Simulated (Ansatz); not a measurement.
`F[CH]([SiH3])[ZnH]` + NH₃ → `[NH2][ZnH]` + `FC[SiH3]` at 500 K and 1 bar (ligand exchange at a Zn–C bond).

Computed with Ansatz on PBE0-D4/def2-TZVP structures; ΔE is electronic, products minus reactants. CCSD(T)/CBS is the MP2 limit (def2-TZVPP, def2-QZVPP) plus CCSD(T) − MP2 in def2-TZVPP, frozen cores. This one scheme is used for every species. For Zn outer-core shells are correlated without core-valence functions, which leaves a few kJ/mol of doubt a bond. Scalar relativity is left out up to krypton.

```json
{"species": "`F[CH]([SiH3])[ZnH]`", "CCSD(T)/CBS energy (Eh)": "-2208.26193", "H − E (kJ/mol)": "174.3", "S (J/(mol·K))": "403.9"}
{"species": "NH₃", "CCSD(T)/CBS energy (Eh)": "-56.50880", "H − E (kJ/mol)": "108.2", "S (J/(mol·K))": "211.8"}
{"species": "`[NH2][ZnH]`", "CCSD(T)/CBS energy (Eh)": "-1834.88092", "H − E (kJ/mol)": "106.3", "S (J/(mol·K))": "294.3"}
{"species": "`FC[SiH3]`", "CCSD(T)/CBS energy (Eh)": "-429.90570", "H − E (kJ/mol)": "175.1", "S (J/(mol·K))": "332.8"}
```

H − E and S are ideal-gas, rigid-rotor, harmonic terms from PBE0-D4/def2-TZVP, for one conformer and one mirror image of each species. 1 Eh = 2625.50 kJ/mol, R = 8.31446 J/(mol·K).

Task: By hand: ΔE, ΔH, ΔS and ΔG.

Result: ΔE = (-1834.88092) + (-429.90570) − (-2208.26193) − (-56.50880) = -0.01589 Eh = -41.7 kJ/mol. Δ(H − E) = 106.3 + 175.1 − 174.3 − 108.2 = -1.1, so ΔH = -42.8 kJ/mol. ΔS = 294.3 + 332.8 − 403.9 − 211.8 = 11.4 J/(mol·K). ΔG = -42.8 − 500 × (11.4)/1000 = -48.5 kJ/mol.

Task: By hand: the equilibrium constant, and the temperature at which ΔG would vanish if ΔH and ΔS stayed fixed.

Result: log₁₀ K = −ΔG/(RT ln 10) = 5.1. ΔH and −TΔS have one sign here, so there is no such temperature.

The number of gas molecules stays the same, so ΔS is small and ΔH decides. A doubt of 5 kJ/mol in ΔE shifts log₁₀ K by 0.5 here. Other conformers and mirror images would add mixing entropy, several J/(mol·K) or more a flexible species. These are equilibria of isolated gas molecules and say nothing of rates. Largest T1 diagnostic: 0.016 (customary marks: 0.02 for closed shells, 0.045 for open ones).

ΔS is within the doubt of such terms, so its sign, and with it that verdict, could turn.
